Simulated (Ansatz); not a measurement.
N-butylpyridinium (C₉H₁₄N⁺). Charge 1, multiplicity 1. Geometry PBE-D4/def2-SVP.

Cartesian coordinates in Å:
```
C -3.780 0.437 0.336
C -2.656 -0.600 0.307
C -1.273 0.036 0.121
C -0.161 -1.016 0.092
N 1.184 -0.405 -0.085
C 1.662 -0.187 -1.340
C 2.887 0.446 -1.535
C 3.630 0.865 -0.420
C 3.119 0.633 0.867
C 1.888 -0.004 1.007
H -3.647 1.158 1.168
H -4.764 -0.051 0.472
H -3.822 1.017 -0.609
H -2.663 -1.192 1.249
H -2.836 -1.330 -0.512
H -1.073 0.758 0.943
H -1.247 0.622 -0.824
H -0.132 -1.600 1.033
H -0.305 -1.734 -0.739
H 1.033 -0.539 -2.170
H 3.251 0.603 -2.561
H 4.602 1.363 -0.553
H 3.668 0.940 1.768
H 1.434 -0.216 1.985
```

The restricted singlet is unstable towards broken spin symmetry in Hartree–Fock (as tested in another run); at HF/STO-3G this wasn't settled.

Problem. Estimate the orbital energies around the gap (eV) in Ansatz with HF/STO-3G, BLYP-D4/def2-TZVP, r2SCAN-D4/def2-TZVP, r2SCANh-D4/def2-TZVP, PBE0-D4/def2-TZVP.

Solution. 
```csv
orbital,HF/STO-3G,BLYP-D4/def2-TZVP,r2SCAN-D4/def2-TZVP,r2SCANh-D4/def2-TZVP,PBE0-D4/def2-TZVP
HOMO−9,-18.48,-13.85,-14.29,-14.86,-15.49
HOMO−8,-18.32,-13.75,-14.17,-14.74,-15.38
HOMO−7,-18.32,-13.66,-14.13,-14.70,-15.32
HOMO−6,-17.40,-12.91,-13.39,-13.93,-14.51
HOMO−5,-16.71,-12.28,-12.71,-13.20,-13.78
HOMO−4,-15.77,-12.26,-12.67,-13.17,-13.68
HOMO−3,-15.33,-11.61,-11.97,-12.42,-12.96
HOMO−2,-15.07,-11.54,-11.93,-12.35,-12.80
HOMO−1,-14.68,-11.23,-11.63,-12.13,-12.69
HOMO,-14.01,-11.02,-11.38,-11.89,-12.46
LUMO,-0.67,-7.23,-7.25,-6.93,-6.51
LUMO+1,1.04,-6.40,-6.36,-6.00,-5.58
LUMO+2,6.65,-3.78,-3.22,-2.92,-2.94
LUMO+3,8.19,-3.08,-2.68,-2.24,-2.16
LUMO+4,10.16,-3.03,-2.32,-2.05,-2.15
LUMO+5,10.52,-2.99,-2.25,-1.99,-1.97
```
